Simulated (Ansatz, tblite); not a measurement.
Forces on Rb2F2 at its PBE0-D4/def2-TZVP geometry. Total charge 0; singlet.

In the def2 sets Rb takes a core potential; there is no spin–orbit coupling. The xTB rows come from tblite. The structure comes from a short search, and lower isomers may exist.

GFN1-xTB (tblite), largest force 0.20 eV/Å:

```xyz
4
positions Å, forces eV/Å
Rb   -0.325    1.397   -1.242    0.015   -0.067    0.060
Rb    0.326   -1.396    1.242   -0.016    0.067   -0.060
F    -0.492    0.997    1.250    0.058   -0.117   -0.147
F     0.490   -0.997   -1.250   -0.057    0.117    0.147
```

GFN2-xTB (tblite), largest force 0.26 eV/Å:

```
Rb 0.044 -0.192 0.171
Rb -0.045 0.192 -0.171
F 0.060 -0.120 -0.150
F -0.058 0.120 0.150
```

PBE-D4/def2-TZVP (Ansatz), largest force 0.12 eV/Å:

```
Rb -0.020 0.085 -0.076
Rb 0.019 -0.085 0.076
F -0.028 0.059 0.073
F 0.029 -0.058 -0.073
```
